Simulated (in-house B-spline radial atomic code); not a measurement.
**PBE hybrid excitations of the boron ion B³⁺**

Method: PBE hybrid with 0.2 exact exchange. Computed with an all-electron radial atomic-structure program (B-spline basis): linear response of the closed shell 1s2 with the functional's adiabatic kernel; non-relativistic, point nucleus, no spin-orbit coupling, no double excitations, S, P, D and F terms only.

Command:
```bash
python run_td.py task.json out
```
Settings (radii: box in bohr, nucleus in fm):
```
Z                        5
electrons                2
configuration            1s2
hamiltonian              nr
method                   pbeh
box_radius               23.08
exact_exchange_fraction  0.2
intervals                47
```

Run time, properties included: 0.1 s on 1 thread of Arm Neoverse N1 (shared host).

The lowest states, in the order of their Tamm-Dancoff energies; the method's threshold (minus the highest occupied level) is 237.14 eV. Labels give the largest channel, * marks a mixed state, and oscillator strengths are full-response dipole values. Semilocal kernels can invert the small singlet-triplet splittings of Rydberg terms. Energies in eV:

```json
{"state": "1s → 2s 3S", "full response": "190.29", "Tamm-Dancoff": "190.31", "oscillator strength": "-"}
{"state": "1s → 2s 1S", "full response": "194.24", "Tamm-Dancoff": "194.32", "oscillator strength": "-"}
{"state": "1s → 2p 3P", "full response": "195.06", "Tamm-Dancoff": "195.08", "oscillator strength": "-"}
{"state": "1s → 2p 1P", "full response": "?", "Tamm-Dancoff": "?", "oscillator strength": "?"}
{"state": "1s → 3s 3S", "full response": "218.72", "Tamm-Dancoff": "218.73", "oscillator strength": "-"}
{"state": "1s → 3s 1S", "full response": "219.62", "Tamm-Dancoff": "219.64", "oscillator strength": "-"}
{"state": "1s → 3p 3P", "full response": "220.06", "Tamm-Dancoff": "220.07", "oscillator strength": "-"}
{"state": "1s → 3p 1P", "full response": "220.64", "Tamm-Dancoff": "220.64", "oscillator strength": "0.104"}
{"state": "1s → 3d 3D", "full response": "221.20", "Tamm-Dancoff": "221.20", "oscillator strength": "-"}
{"state": "1s → 3d 1D", "full response": "221.22", "Tamm-Dancoff": "221.22", "oscillator strength": "-"}
{"state": "1s → 4s 3S", "full response": "227.26", "Tamm-Dancoff": "227.26", "oscillator strength": "-"}
{"state": "1s → 4s 1S", "full response": "227.61", "Tamm-Dancoff": "227.62", "oscillator strength": "-"}
{"state": "1s → 4p 3P", "full response": "?", "Tamm-Dancoff": "?", "oscillator strength": "-"}
{"state": "1s → 4p 1P", "full response": "228.03", "Tamm-Dancoff": "228.03", "oscillator strength": "0.04"}
{"state": "1s → 4d 3D", "full response": "228.22", "Tamm-Dancoff": "228.22", "oscillator strength": "-"}
{"state": "1s → 4d 1D", "full response": "228.23", "Tamm-Dancoff": "228.23", "oscillator strength": "-"}
```

**Question.** Where does 1s → 4p 3P lie?

**Answer.** At 227.80 eV in full response, 227.80 eV in Tamm-Dancoff.

**Question.** Where does 1s → 2p 1P lie?

**Answer.** At 197.46 eV in full response, 197.48 eV in Tamm-Dancoff, oscillator strength 0.517.

**Question.** How large is the singlet-triplet splitting of 1s → 2s (S terms) in Tamm-Dancoff?

**Answer.** 4.01 eV, from the unrounded values.

**Question.** What polarisabilities and dispersion coefficient does the method give?

**Answer.** Dipole 0.02029 bohr³, quadrupole 0.003705 bohr⁵, C6 0.002712 hartree·bohr⁶ for two such species.
